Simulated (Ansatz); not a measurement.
`C[O][In]([F])[Cl]` + NH₃ → `C[O][In]([NH2])[F]` + HCl at 700 K and 1 bar (ligand exchange at the In–Cl bond).

Computed with Ansatz on PBE0-D4/def2-TZVP structures; ΔE is electronic, products minus reactants. CBS: MP2 limit from def2 TZ/QZ plus the TZ coupled-cluster correction, frozen cores. This one scheme is used for every species. def2 core potentials past Kr. For In outer-core shells are correlated without core-valence functions, which leaves a few kJ/mol of doubt a bond. One conformer a species, not always the lowest.

| species | CCSD(T)/CBS energy (Eh) | H − E (kJ/mol) | S (J/(mol·K)) |
| --- | --- | --- | --- |
| `C[O][In]([F])[Cl]` | -864.49222 | 186.9 | 493.3 |
| NH₃ | -56.50880 | 116.9 | 226.5 |
| `C[O][In]([NH2])[F]` | -460.58406 | 260.0 | 508.1 |
| HCl | -460.38127 | 38.4 | 211.8 |

H − E and S are ideal-gas, rigid-rotor, harmonic terms from PBE0-D4/def2-TZVP, for one conformer and one mirror image of each species. 1 Eh = 2625.50 kJ/mol, R = 8.31446 J/(mol·K).

**Question.** By hand: ΔE, ΔH, ΔS and ΔG.

**Answer.** ΔE = (-460.58406) + (-460.38127) − (-864.49222) − (-56.50880) = 0.03569 Eh = 93.7 kJ/mol. Δ(H − E) = 260.0 + 38.4 − 186.9 − 116.9 = -5.4, so ΔH = 88.3 kJ/mol. ΔS = 508.1 + 211.8 − 493.3 − 226.5 = 0.1 J/(mol·K). ΔG = 88.3 − 700 × (0.1)/1000 = 88.2 kJ/mol.

**Question.** By hand: the equilibrium constant, and the temperature at which ΔG would vanish if ΔH and ΔS stayed fixed.

**Answer.** log₁₀ K = −ΔG/(RT ln 10) = -6.6. ΔG = 0 at ΔH/ΔS = 883000 K, far beyond where these terms or the molecules hold.

The number of gas molecules stays the same, so ΔS is small and ΔH decides. A doubt of 5 kJ/mol in ΔE shifts log₁₀ K by 0.4 here. Other conformers and mirror images would add mixing entropy, several J/(mol·K) or more a flexible species. Modes under 60 cm⁻¹, often nearly free rotors, make the harmonic entropy too high. These are equilibria of isolated gas molecules and say nothing of rates. Largest T1 diagnostic: 0.016 (customary marks: 0.02 for closed shells, 0.045 for open ones).
